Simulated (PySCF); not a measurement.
# What a mistake does to a calculation on AlBGeH3N

Calculated results; nothing here was measured. They come from PySCF 2.14.0, an open-source quantum chemistry program, on an isolated molecule that a program drew, which may never have been made. The molecule is AlBGeH3N (charge 0, singlet), drawn as the SMILES string `[NH]=[Al][BH][GeH]`.

Each row is a Hartree-Fock (HF) and frozen-core CCSD(T) single point in the cc-pV(D+d)Z basis, meant for a local HF minimum. Run 1 is clean. Each other run has one planted mistake out of seven kinds, and not every kind appears here: one electron removed, one electron added, multiplicity raised by two, geometry at a saddle point, minimal basis STO-3G, one bond length entered in bohr, all coordinates scaled. The reference is restricted for singlets and unrestricted otherwise, and also for a bond in bohr. Adding or removing an electron swaps singlet and doublet. Electrons count all cores. HOMO and LUMO are orbital energies over both spins, the gradient is its largest component, and the lowest frequency (negative if imaginary) is given only where the gradient is small. Bond lengths are over the 6 bonds as drawn. T1 is the CCSD diagnostic: over 0.02 (restricted) or 0.045 (unrestricted) a single reference is doubtful. Germanium has the cc-pVDZ-PP basis, with a core potential (ECP10MDF) in place of its 10 inner electrons, and its 3s, 3p and 3d shells are frozen in CCSD(T).

Geometry of the clean run:
```xyz
7
AlBGeH3N, angstrom
N    -0.4221    1.6347    2.2940
Al    0.9006    0.7380    2.3372
B     2.7080   -0.3904    2.2197
Ge    3.9528   -0.3185    0.5696
H    -1.2534    2.1730    2.3200
H     2.9869   -1.0862    3.1590
H     4.6870    0.9046    1.2692
```

```
run,electrons,basis functions,<S^2>,HOMO (eV),LUMO (eV),gradient (hartree/bohr),lowest frequency (cm^-1),mean bond (Å),longest bond (Å),T1,HF (hartree),CCSD(T) (hartree),mistake
1,60,89,0.000,-8.85,-0.03,4.5e-05,62,1.5970,2.134,0.0305,-616.06708,-616.51434,no fault
2,60,89,2.215,-6.01,-0.15,1.2e-01,-,1.5970,2.134,0.0551,-616.02803,-616.43093,multiplicity raised by two
3,59,89,0.824,-13.02,-5.20,7.4e-02,-,1.5970,2.134,0.0389,-615.83594,-616.22274,one electron removed
4,61,89,0.769,-1.55,4.93,1.6e-02,-,1.5970,2.134,0.0333,-616.09505,-616.55331,one electron added
5,60,89,0.000,-9.02,0.25,1.2e-01,-,1.4597,1.950,0.0287,-616.00661,-616.44329,?
```

**Which mistake was planted in run 5, and what did it cost?**

The mean and the longest bond both change by the same factor, 0.914, and the gradient is no longer small. So the mistake is: all coordinates scaled. Subtracting run 1 and multiplying by 627.51 kcal/mol a hartree, the energy moved by 37.9 kcal/mol in HF and 44.6 kcal/mol in CCSD(T).

Cautions from the logs. Run 1: T1 is over the limit, so its CCSD(T) energy is less reliable; run 2: T1 is over the limit, so its CCSD(T) energy is less reliable; run 5: T1 is over the limit, so its CCSD(T) energy is less reliable.
